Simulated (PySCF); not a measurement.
A structure optimised at r2SCAN-D4/def2-SVP, used in a PySCF frequency run:

```
C
H 1 1.1060
H 1 1.1077 2 105.11
C 1 1.4994 2 109.86 3 116.51
C 4 1.3338 1 125.96 2 118.98
F 5 1.3398 4 121.31 1 178.80
H 5 1.0944 4 126.27 1 -2.46
H 4 1.0965 5 117.03 7 177.83
C 1 1.5158 2 109.03 3 -113.82
H 9 1.0983 1 110.72 2 62.22
H 9 1.1004 10 108.67 1 -123.07
Cl 9 1.8086 10 105.87 11 -114.32
```
Charge 0, spin multiplicity 1.

### Question
Write its SMILES and formula.

### Answer
F/C=C/CCCl, C4H6ClF

### Question
What are its rotational constants (standard atomic weights)?

### Answer
4.7977, 1.4723, 1.1972 GHz
